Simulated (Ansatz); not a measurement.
`[OH][SnH2][F]` and `O[SiH2]F` differ in one element.

Ansatz, PBE0-D4/def2-TZVP geometries, multiplicity 1. Each molecule was computed in one conformer, which needn't be the lowest.

Elements past krypton have def2 core potentials.

```csv
property,`[OH][SnH2][F]`
HOMO–LUMO gap (PBE0/def2-TZVPP) / eV,8.32
size of the dipole moment (ωB97M-V/def2-TZVPP) / D,2.40
HOMO–LUMO gap (PBE/def2-TZVPP) / eV,5.69
HOMO energy (ωB97M-V/def2-TZVPP) / eV,-11.37
size of the dipole moment (B3LYP/def2-TZVPP) / D,2.38
LUMO energy (ωB97M-V/def2-TZVPP) / eV,1.00
```

Give the same properties after the change, and the shifts. (An estimate is asked.)

The calculation gave: 
```
                                          property  `O[SiH2]F`  shift
              HOMO–LUMO gap (PBE0/def2-TZVPP) / eV        9.69   1.37
size of the dipole moment (ωB97M-V/def2-TZVPP) / D        1.60  -0.80
               HOMO–LUMO gap (PBE/def2-TZVPP) / eV        7.30   1.61
             HOMO energy (ωB97M-V/def2-TZVPP) / eV      -11.63  -0.26
  size of the dipole moment (B3LYP/def2-TZVPP) / D        1.60  -0.78
             LUMO energy (ωB97M-V/def2-TZVPP) / eV        1.91   0.91
```

With PBE0 the HOMO falls by 0.35 eV and the LUMO rises by 1.02 eV, so the gap widens by about 1.37 eV. PBE moves the HOMO by -0.51 eV and ωB97M-V by -0.26 eV. Dipoles are sizes alone; their direction can turn.

B3LYP here is the variant with VWN-RPA as its local correlation; programs differ in this.
